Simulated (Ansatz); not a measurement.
Computed with Ansatz on PBE0-D4/def2-TZVP structures; ΔE is electronic, products minus reactants. CBS: MP2 limit from def2 TZ/QZ plus the TZ coupled-cluster correction, frozen cores. One conformer a species, not always the lowest.

Reaction (formal exchange of groups at the Si–O bond): `CCO[SiH2]P` + `FC(F)(F)Cl` → `P[SiH2]Cl` + `CCOC(F)(F)F`

`CCO[SiH2]P`:

```xyz
14

C     1.430   -0.816   -1.627
C     0.563    0.301   -1.104
O    -0.031   -0.103    0.118
Si   -1.029    0.876    0.982
P    -1.756   -0.155    2.832
H     0.835   -1.715   -1.796
H     2.218   -1.055   -0.910
H     1.896   -0.525   -2.571
H     1.162    1.207   -0.945
H    -0.220    0.549   -1.833
H    -2.210    1.268    0.160
H    -0.314    2.122    1.381
H    -0.456   -0.610    3.180
H    -2.086   -1.344    2.130
```

`FC(F)(F)Cl`:

Cartesian coordinates in Å:
```
F -0.843 -0.489 0.934
C -0.074 0.019 -0.012
F -0.211 1.334 -0.011
F -0.475 -0.448 -1.182
Cl 1.604 -0.415 0.271
```

`P[SiH2]Cl`:

Cartesian coordinates in Å:
```
P -0.476 -1.250 0.744
Si -0.099 0.683 -0.334
Cl -0.213 2.212 1.038
H 0.837 -1.290 1.285
H -0.115 -2.011 -0.404
H -1.165 0.884 -1.346
H 1.231 0.772 -0.983
```

`CCOC(F)(F)F`:

Z-matrix (Å, degrees):
```
C
C 1 1.504
H 1 1.091 2 110.8
H 1 1.092 2 109.6 3 -119.7
H 1 1.091 2 110.8 3 120.6
O 2 1.437 1 107.4 3 -60.4
H 2 1.093 1 111.4 3 58.8
H 2 1.093 1 111.4 3 -179.5
C 6 1.332 2 116.1 1 179.5
F 9 1.343 6 112.8 2 -60.5
F 9 1.343 6 112.8 2 60.0
F 9 1.323 6 108.5 2 179.7
```

```json
{"level": "MP2/def2-TZVPP", "ΔE (kJ/mol)": "-69.0"}
{"level": "SCS-MP2/def2-QZVPP", "ΔE (kJ/mol)": "-67.2"}
```

**Question.** What does CCSD(T)/CBS give? (An estimate is asked.)

**Answer.** Ansatz gave: -70.1 kJ/mol. The listed levels differ from it by 1.1, 2.9 kJ/mol.

Largest T1 diagnostic among the species: 0.012.

From PBE to PBE0 (25 % exact exchange), in def2-TZVPP and without D4, ΔE moves by −8.8 kJ/mol. In def2-TZVPP, CCSD(T) changes the Hartree–Fock value by +15.8 kJ/mol (the triples alone add +2.4 kJ/mol) and MP2 by +17.4 kJ/mol.
